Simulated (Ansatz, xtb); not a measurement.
Relative energy of two isomers of C8H4Se

Structure X: `C#Cc1ccc(C#C)[se]1`, a singlet. Structure Y: `C#Cc1c[se]cc1C#C`, a singlet. Both are isolated molecules in the gas phase, relaxed with PBE-D3(BJ)/def2-SVP.

X (Å):

```xyz
13

C     1.1074   -3.8195   -2.3482
C     0.8056   -2.7711   -1.7833
C     0.4534   -1.5814   -1.1173
C     0.5287   -0.2690   -1.5856
C     0.0987    0.7302   -0.6783
C    -0.3427    0.2685    0.5624
C    -0.8241    1.0153    1.6549
C    -1.2469    1.6498    2.6182
Se   -0.2253   -1.6204    0.6512
H     1.3755   -4.7369   -2.8528
H     0.9003   -0.0472   -2.5957
H     0.1041    1.8032   -0.9155
H    -1.6176    2.2159    3.4610
```

Y (Å):

```yaml
atoms:
  - { symbol: C, position_ang: [-0.4896, -2.8723, -1.9395] }
  - { symbol: C, position_ang: [0.0460, -2.0773, -1.1758] }
  - { symbol: C, position_ang: [0.6602, -1.1473, -0.2909] }
  - { symbol: C, position_ang: [1.8499, -1.4024, 0.3754] }
  - { symbol: C, position_ang: [0.8483, 0.9209, 0.8882] }
  - { symbol: C, position_ang: [0.0922, 0.1701, 0.0000] }
  - { symbol: C, position_ang: [-1.1232, 0.6343, -0.5768] }
  - { symbol: C, position_ang: [-2.1707, 1.0266, -1.0777] }
  - { symbol: Se, position_ang: [2.3790, 0.0217, 1.4547] }
  - { symbol: H, position_ang: [-0.9634, -3.5720, -2.6132] }
  - { symbol: H, position_ang: [2.4467, -2.3194, 0.3079] }
  - { symbol: H, position_ang: [0.6144, 1.9304, 1.2458] }
  - { symbol: H, position_ang: [-3.0945, 1.3708, -1.5204] }
```

Which of the two would you expect CCSD(T)/def2-SVP + ΔMP2/def2-TZVPP electronic energies to favour?

Structure X; the calculation gives E(Y) − E(X) = +6.17 kJ/mol.

How the difference moves with the method:

| level | geometry | E(Y) − E(X) (kJ/mol) | departure from the last row (kJ/mol) | job, with rough time for the two |
| --- | --- | --- | --- | --- |
| GFN2-xTB | GFN2-xTB | +3.46 | −2.71 | optimisation, 0.42 s |
| HF/STO-3G | GFN2-xTB | +7.23 | +1.06 | single point, 1.4 s |
| r2SCAN-D4/def2-SVP | GFN2-xTB | +18.33 | +12.17 | single point, 8.7 s |
| PBE-D3(BJ)/def2-SVP | PBE-D3(BJ)/def2-SVP | +19.41 | +13.25 | optimisation, 36 s |
| HF/def2-SVP | PBE-D3(BJ)/def2-SVP | +3.94 | −2.22 | part of the CCSD(T) run |
| MP2/def2-SVP | PBE-D3(BJ)/def2-SVP | +10.34 | +4.17 | part of the CCSD(T) run |
| CCSD(T)/def2-SVP | PBE-D3(BJ)/def2-SVP | +7.04 | +0.87 | single point |
| CCSD(T)/def2-SVP + ΔMP2/def2-TZVPP | PBE-D3(BJ)/def2-SVP | +6.17 |  | single point, 6 min |

As drawn, both hold the same kinds of bond in the same numbers.

None of the levels shown reverses the order. The largest departure from CCSD(T)/def2-SVP + ΔMP2/def2-TZVPP is that of PBE-D3(BJ)/def2-SVP, 13.25 kJ/mol. The last row adds to CCSD(T) the change of the MP2 difference between the two basis sets, here −0.87 kJ/mol.

With thermal terms from frequencies at re-optimised GFN2-xTB minima (ideal gas, soft modes damped towards free rotors, one conformer each, 298.15 K, 1 atm): the zero-point term adds −0.40 kJ/mol; ΔH is +5.50 and ΔG +5.67 kJ/mol.

The correlated steps freeze 17 core orbitals; the filled d shell of Se is correlated, in a basis made for valence electrons. Programs: Ansatz 0.2.0, xtb 6.7.1; the last row on 2 threads of AMD EPYC 7R43 64-Core Processor (Zen 3) on a shared host.
